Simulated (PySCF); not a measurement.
C2H7GaO.

```xyz
11

Ga    -0.3412     0.2740     0.3030
H     -1.8391    -0.1483     0.5346
C      0.6878     1.8042     0.9803
H      0.7029     1.8043     2.0819
H      0.2309     2.7523     0.6541
H      1.7212     1.7579     0.6074
O      0.6019    -0.8233    -0.7632
C      0.1321    -1.9869    -1.3874
H      0.2334    -1.9064    -2.4864
H      0.7243    -2.8654    -1.0680
H     -0.9326    -2.2070    -1.1678
```
Charge 0, spin multiplicity 1.

Geometry optimised at B3LYP-D3(BJ)/def2-SVP. The values are those of a single conformer.

Level of theory: PBE/pcSseg-1 (PySCF). Non-relativistic, no solvent.

Computed absolute GIAO shielding of each atom: isotropic value and principal components (ppm):
| atom | σ(iso) | σ11 | σ22 | σ33 | span |
|---|---|---|---|---|---|
| Ga1 | 1195.0 | 1041.6 | 1115.1 | 1428.4 | 386.9 |
| H2 | 25.2 | 19.2 | 20.5 | 35.9 | 16.7 |
| C3 | 183.1 | 169.2 | 184.8 | 195.3 | 26.1 |
| H4 | 31.1 | 26.8 | 28.0 | 38.4 | 11.7 |
| H5 | 31.1 | 26.8 | 28.0 | 38.4 | 11.7 |
| H6 | 30.8 | 25.7 | 28.7 | 38.0 | 12.2 |
| O7 | 167.3 | -72.8 | 235.5 | 339.3 | 412.1 |
| C8 | 117.4 | 86.3 | 88.7 | 177.2 | 91.0 |
| H9 | 26.9 | 23.0 | 24.4 | 33.4 | 10.4 |
| H10 | 26.9 | 23.0 | 24.4 | 33.3 | 10.4 |
| H11 | 26.8 | 23.4 | 24.7 | 32.4 | 9.0 |
